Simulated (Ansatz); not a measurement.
A run for Ansatz (an electronic-structure program): R-CCSD(T)/cc-pV(T+d)Z on FH4NSi (SMILES N[SiH2]F), a point of a torsion scan. Files ending in .json are basis or fitting sets from the Basis Set Exchange.

Ansatz 0.2 input:
```yaml
crystal:
  periodic: [false, false, false]
  atoms:
    - {symbol: N, position_ang: [1.03097631, -0.13122865, -0.21250185]}
    - {symbol: Si, position_ang: [-0.65397725, 0.04563937, 0.05866225]}
    - {symbol: F, position_ang: [-0.89556083, 1.63694916, 0.04262245]}
    - {symbol: H, position_ang: [1.53286592, -0.91401820, 0.16840745]}
    - {symbol: H, position_ang: [1.60545298, 0.69600552, -0.18519053]}
    - {symbol: H, position_ang: [-1.13341968, -0.38249471, 1.36692544]}
    - {symbol: H, position_ang: [-1.39941120, -0.49248940, -1.06720079]}
basis:
  gaussian:
    orbitals: cc-pV_T+d_Z.json
magnetization: {spin_polarized: false}
correlation: {method: ccsd_t, electrons: outside_noble_gas}
scf: {lower_state_search: off}
```

It printed:

```
WARN ansatz: RAYON_NUM_THREADS=1 ignored (pool sized by the plan → 1); use --threads N
Functional definition: HF
these checks for a lower state are left out or cut short: stability, starts, cluster_reference, orbital_swaps, neighbouring_geometries, increment
integrals: 0.39 GiB planned
904 factors; integrals over basis functions are off by at most 1.2e-3 eV
mean field: 0.36 GiB planned
mean field evaluation 1: about -12114.7700 eV, gradient 4.0e1 eV
mean field evaluation 2: about -12114.8712 eV, gradient 4.0e1 eV
mean field evaluation 4: about -12117.8564 eV, gradient 2.5e0 eV
mean field evaluation 8: about -12117.8840 eV, gradient 1.8e-1 eV
mean field -12117.88406243 eV, -445.3240254975 hartree, gradient 2.1e-6 eV, S^2 0.000000; 0 other end points of the search recorded, 0 dependent functions left out
7 core orbitals not correlated
reference -12117.88406243 eV, -445.3240254975 hartree; 10, 10 occupied and 138, 138 virtual orbitals, 904 factors
second order -16.14980002 eV of doubles, -0.00000000 eV of singles
coupled cluster: 1.12 GiB planned
cycle   1  -16.35189950 eV  change   -2.0e-1 eV  update   7.6e-2
cycle   2  -16.69921913 eV  change   -3.5e-1 eV  update   2.2e-2
cycle   3  -16.77600391 eV  change   -7.7e-2 eV  update   1.1e-2
cycle   4  -16.76702505 eV  change    9.0e-3 eV  update   2.1e-3
cycle   5  -16.76658521 eV  change    4.4e-4 eV  update   8.8e-4
cycle   6  -16.76704113 eV  change   -4.6e-4 eV  update   2.4e-4
cycle   7  -16.76693873 eV  change    1.0e-4 eV  update   9.1e-5
cycle   8  -16.76689797 eV  change    4.1e-5 eV  update   2.8e-5
cycle   9  -16.76690470 eV  change   -6.7e-6 eV  update   1.2e-5
perturbative correction -0.51613220 eV, -0.0189675087 hartree
Total energy: -12135.16709934 eV, -445.9591653889 hartree
Checks for a lower state left out: stability, starts, cluster_reference, orbital_swaps, neighbouring_geometries, increment
```

Self-consistency was reached.

Cost: around 17 core-seconds (rough).
